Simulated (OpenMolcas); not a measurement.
# As³⁺: effect of the level shift or regulariser

```yaml
Program: OpenMolcas
Basis: ANO-RCC-VTZP [6s5p3d1f]
Scalar_Hamiltonian: DKH2, point nucleus
Active_space: 2 electrons in 4 orbitals (4s 4p)
State_averaging: 2S+1 = 3 even, 3 roots; 2S+1 = 1 even, 7 roots; 2S+1 = 3 odd, 3 roots; 2S+1 = 1 odd, 3 roots
Spin-orbit_coupling: RASSI with atomic mean-field integrals over the reference wave functions, term energies averaged over their components
```

Methods on the same reference wave functions:
A. CASSCF
B. MS-CASPT2, IPEA 0.25 Eh, imaginary shift 0.1 Eh (closed shells correlated: 3d)
C. MS-CASPT2, IPEA 0.25 Eh, real shift 0.2 Eh (closed shells correlated: 3d)

Energies in eV above 4s² ¹S₀, the measured ground level; measured values from Moore, Atomic Energy Levels, vol. II, NSRDS-NBS 35 (1971 reprint of NBS Circular 467, 1952).

```
     Level        A       B       C  Measured
   4s² ¹S₀   0.0000  0.0000  0.0000    0.0000
4s 4p ³P°₀   8.9872   9.066   9.066          
4s 4p ³P°₁   9.1154   9.194   9.194    9.5421
4s 4p ³P°₂   9.3869   9.466   9.466    9.8558
4s 4p ¹P°₁  14.9123  14.143  14.153   13.8890
   4p² ³P₀  21.9994  22.077  22.076          
   4p² ³P₁  22.1532  22.237  22.236   22.4992
   4p² ³P₂  22.3889  22.392  22.407   22.8619
   4p² ¹D₂  23.8538  22.812  22.866          
   4p² ¹S₀  27.1043  26.188  26.199   26.2453
```

Deviations, from unrounded energies. A percentage is the sum of absolute deviations over the sum of measured energies, with the sign that they share, or ± where signs differ.

| Against measurement | Levels | A | B | C |
| --- | --- | --- | --- | --- |
| mean absolute deviation (cm-1) | 6 | 4800 | 2400 | 2400 |
| other configurations (%) | 6 | ±3.4 | ±1.7 | ±1.7 |

B, C lie about equally close to measurement and A furthest from it. The largest miss of C in the table is 4p² ³P₂, by -3700 cm-1. The ranking rests on the paired levels alone, and a cruder setting can come out closer through cancelling errors.

Between B and C the level of the table that moves most is 4p² ¹D₂, by 430 cm-1 (lowest in B, highest in C).

The lowest spin-free term lies below A's lowest term by 0.046 hartree in B, 0.046 hartree in C.

Over all roots computed the reference weight is 0.93 to 0.99 in B; the roots of lowest weight are the least certain, and an intruder state may touch them. The ¹D term of p² mixes with s d, which this space lacks. Computed and measured levels are paired by configuration, term and J; levels that our copy of the source lacks, or whose pairing is in doubt (as where it misses far off the trend of its configuration), stay unpaired and out of the deviations. Levels of configurations outside the active space are missing.

° marks odd parity.
